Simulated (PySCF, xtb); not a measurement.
C3H7NSi, SMILES [SiH3]C1=NCC1.

GFN2-xTB (xtb) at its own geometry gives an orbital gap of 3.00 eV and a dipole moment of 2.10 D.

Coordinates come from a PBE0-D3(BJ)/def2-SVP optimisation. This is a generated structure with no PubChem entry under its InChIKey; it may be hypothetical.

Question: What does PySCF with PBE0/def2-TZVP give? (An estimate is asked for; the answer gives what the named calculation found.)

Answer: gap 6.65 eV (levels -7.40 and -0.74 eV), dipole 2.17 D.
